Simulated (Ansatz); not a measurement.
Start from `C[Te][SiH](N)F` and change one atom or group to get `N[SiH](F)CO`.

Ansatz, PBE0-D4/def2-TZVP geometries, multiplicity 1. Each molecule was computed in one conformer, which needn't be the lowest.

Elements past krypton have def2 core potentials.

```tsv
property	`C[Te][SiH](N)F`
LUMO energy (PBE0/def2-TZVPP) / eV	-0.64
HOMO energy (PBE0/def2-TZVPP) / eV	-6.28
HOMO–LUMO gap (PBE/def2-TZVPP) / eV	3.80
size of the dipole moment (ωB97M-V/def2-TZVPP) / D	2.43
HOMO–LUMO gap (ωB97M-V/def2-TZVPP) / eV	9.47
LUMO energy (ωB97M-V/def2-TZVPP) / eV	1.11
```

Q: What does the change do to each property? (An estimate is asked.)

A: Ansatz gave: 
| property | `N[SiH](F)CO` | shift |
| --- | --- | --- |
| LUMO energy (PBE0/def2-TZVPP) / eV | 0.47 | 1.11 |
| HOMO energy (PBE0/def2-TZVPP) / eV | -7.84 | -1.56 |
| HOMO–LUMO gap (PBE/def2-TZVPP) / eV | 5.92 | 2.12 |
| size of the dipole moment (ωB97M-V/def2-TZVPP) / D | 1.99 | -0.44 |
| HOMO–LUMO gap (ωB97M-V/def2-TZVPP) / eV | 12.28 | 2.81 |
| LUMO energy (ωB97M-V/def2-TZVPP) / eV | 2.00 | 0.89 |

With PBE0 the HOMO falls by 1.56 eV and the LUMO rises by 1.11 eV, so the gap widens by about 2.67 eV. PBE moves the HOMO by -1.09 eV and ωB97M-V by -1.93 eV. Dipoles are sizes alone; their direction can turn.

Spin–orbit coupling is left out; it splits and shifts lone-pair levels of the heavy atoms by tenths of an eV.
